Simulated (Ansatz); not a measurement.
Input file for CH7ClOSi2, SMILES `CO[SiH2][SiH2]Cl`:

```yaml
crystal:
  periodic: [false, false, false]
  atoms:
    - {symbol: C, position_ang: [1.054747, 1.939114, -0.770972]}
    - {symbol: O, position_ang: [0.071442, 0.960047, -0.517504]}
    - {symbol: Si, position_ang: [0.378243, -0.408161, 0.343496]}
    - {symbol: Si, position_ang: [-1.621214, -1.619179, 0.416491]}
    - {symbol: Cl, position_ang: [-1.224248, -3.339928, 1.491804]}
    - {symbol: H, position_ang: [1.893746, 1.523547, -1.340686]}
    - {symbol: H, position_ang: [1.441611, 2.366602, 0.161117]}
    - {symbol: H, position_ang: [0.598474, 2.738300, -1.356961]}
    - {symbol: H, position_ang: [0.836941, -0.082550, 1.725660]}
    - {symbol: H, position_ang: [1.451456, -1.220109, -0.301270]}
    - {symbol: H, position_ang: [-2.709158, -0.888262, 1.113394]}
    - {symbol: H, position_ang: [-2.095139, -2.024522, -0.930570]}
basis:
  gaussian: {orbitals: def2-TZVPP}
correlation: {method: ccsd_t}
output: {orbitals: {seedname: orbitals}}
```

```sh
$ ansatz run in.yaml --threads 4 --pin off --events-out ev --progress --plain --max-ram 10444MiB
```

Output of Ansatz, abridged:

```
Functional definition: HF
1659 factors; integrals over basis functions are off by at most 8.6e-4 eV
mean field evaluation 1: about -31407.5672 eV, gradient 3.4e1 eV
mean field evaluation 2: about -31407.9146 eV, gradient 3.5e1 eV
mean field evaluation 4: about -31411.0279 eV, gradient 4.4e0 eV
mean field evaluation 8: about -31411.0989 eV, gradient 2.7e-1 eV
mean field evaluation 16: about -31411.0993 eV, gradient 2.0e-6 eV
mean field -31411.09926366 eV, -1154.3366067317 hartree, gradient 2.0e-6 eV, S^2 0.000000; 0 other end points of the search recorded, 0 dependent functions left out
17 core orbitals not correlated: weight in the atoms' cores, before any rotation towards them, 1.000 or more for the frozen orbitals, at most 0.000 for the correlated occupied ones
reference -31411.09926366 eV, -1154.3366067317 hartree; 16, 16 occupied and 253, 253 virtual orbitals, 1659 factors
second order -22.94832013 eV of doubles, -0.00000000 eV of singles
cycle   1  -23.99787811 eV  change    -1.0e0 eV  update   1.0e-1
cycle   2  -24.62155227 eV  change   -6.2e-1 eV  update   3.1e-2
cycle   3  -24.73770167 eV  change   -1.2e-1 eV  update   1.5e-2
cycle   4  -24.72683978 eV  change    1.1e-2 eV  update   3.4e-3
cycle   5  -24.72561209 eV  change    1.2e-3 eV  update   1.4e-3
cycle   6  -24.72585105 eV  change   -2.4e-4 eV  update   4.0e-4
cycle   7  -24.72562858 eV  change    2.2e-4 eV  update   1.4e-4
cycle   8  -24.72562391 eV  change    4.7e-6 eV  update   5.3e-5
cycle   9  -24.72565005 eV  change   -2.6e-5 eV  update   2.1e-5
perturbative correction -0.92577246 eV, -0.0340215104 hartree
Total energy: -31436.75068617 eV, -1155.2792791218 hartree
```

Run time 4 min (4 threads of an Arm Neoverse V1 on a shared host); peak host memory 8 GiB.

The correlation energy is -25.651 eV, 3.6 % of it from (T); the T1 diagnostic reads 0.0109.
